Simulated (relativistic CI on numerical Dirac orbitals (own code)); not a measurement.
A reference radial Dirac CI calculation of As II gave the lowest total energy -2257.38684 Ha in 34 SCF steps, from this input:

```
atom As  Z=33  charge=1  electrons=32
nucleus A=75  rms_radius_fm=4.0968
hamiltonian dirac-coulomb  breit=on  qed=on  c_scale=1
orbitals kli  potential=per-configuration
slater_scale 1
correlation none
mixing on
grid step=0.0125 r_max=74.5
scf mixing=0.4 start=green max_iterations=150 tolerance=2e-08 node_fill=0.05
configurations
  [Ar] 3d10 4s2 4p2
  [Ar] 3d10 4s 4p3
  [Ar] 3d10 4s2 4p 4d
end
```

One setting was then changed (and the iteration limit cut to 95), and the output read:

```
SCF 1: [Ar] 3d10 4s2 4p2
 iter      energy (Ha)   residual   last orbital (Ha)
    1     -2250.807454   1.81e+00     -1.06743
    2     -2258.612255   4.47e-01     -0.71720
    3     -2259.081014   7.72e-02     -0.62996
    4     -2259.112622   6.81e-02     -0.64307
    5     -2259.118182   1.32e-02     -0.63450
    6     -2259.119236   9.98e-04     -0.63992
    7     -2259.119275   1.03e-03     -0.63954
    8     -2259.119211   1.53e-04     -0.63937
    9     -2259.119221   2.49e-06     -0.63938
   10     -2259.119222   1.83e-07     -0.63938
   11     -2259.119222   3.93e-09     -0.63938
SCF 2: [Ar] 3d10 4s 4p3
 iter      energy (Ha)   residual   last orbital (Ha)
    1     -2250.515424   1.80e+00     -1.06743
    2     -2258.259126   4.32e-01     -0.71156
    3     -2258.714960   7.77e-02     -0.62734
    4     -2258.743195   6.83e-02     -0.64424
    5     -2258.748819   1.06e-02     -0.63580
    6     -2258.749643   9.58e-04     -0.64039
    7     -2258.749660   8.77e-04     -0.64019
    8     -2258.749609   1.18e-04     -0.64002
    9     -2258.749618   2.93e-06     -0.64003
   10     -2258.749618   1.60e-06     -0.64003
   11     -2258.749618   8.96e-09     -0.64003
SCF 3: [Ar] 3d10 4s2 4p 4d
 iter      energy (Ha)   residual   last orbital (Ha)
    1     -2250.744462   1.79e+00     -0.36853
    2     -2258.251292   4.24e-01     -0.25828
    3     -2258.695743   8.02e-02     -0.24139
    4     -2258.715684   8.68e-02     -0.24624
    5     -2258.726053   2.12e-03     -0.24369
    6     -2258.726028   6.65e-04     -0.24385
    7     -2258.725992   4.23e-05     -0.24383
    8     -2258.725994   3.15e-05     -0.24381
    9     -2258.725996   5.60e-07     -0.24381
   10     -2258.725996   1.43e-06     -0.24382
   11     -2258.725996   1.22e-07     -0.24382
   12     -2258.725996   2.81e-09     -0.24382
orbital energies (Ha): 3s -7.5907  3p1/2 -5.6250  3p3/2 -5.4419  3d3/2 -2.0781  3d5/2 -2.0515  4s -1.0041  4p1/2 -0.6509  4p3/2 -0.6394
configuration averages (Ha): Dirac-Coulomb, Breit, QED
  4s2 4p2                      -2259.119222    1.055326    0.709514
  4s 4p3                       -2258.749618    1.055260    0.709029
  4s2 4p 4d                    -2258.725996    1.055030    0.709576
levels: no., configuration, term, J, E (cm-1), weight
   1 4s 4p3                 5S*  2                0.0  1.00
   2 4s2 4p2                3P   0           123793.2  1.00
   3 4s2 4p2                3P   1           124726.7  1.00
   4 4s2 4p2                3P   2           126523.6  1.00
   5 4s 4p3                 3D*  1           130077.6  0.69
   6 4s 4p3                 3D*  2           130564.8  0.69
   7 4s 4p3                 3D*  3           131387.3  0.69
   8 4s2 4p2                1D   2           178560.2  1.00
   9 4s2 4p 4d              1D*  2           181369.5  0.73
  10 4s 4p3                 3P*  0           183539.9  0.55
  11 4s 4p3                 3P*  1           183598.7  0.55
  12 4s 4p3                 3P*  2           184126.1  0.45
  13 4s2 4p 4d              3F*  2           207738.8  1.00
  14 4s2 4p 4d              3F*  3           208502.8  1.00
lowest total energy -2258.047349 Ha
end: converged
```

(1) Which setting was changed?
A. QED terms
B. SCF mixing
C. charge
D. Slater scale

Answers

(1) D. The Slater scale 5. This setting is bad on purpose; its numbers may not be properties of the ion.
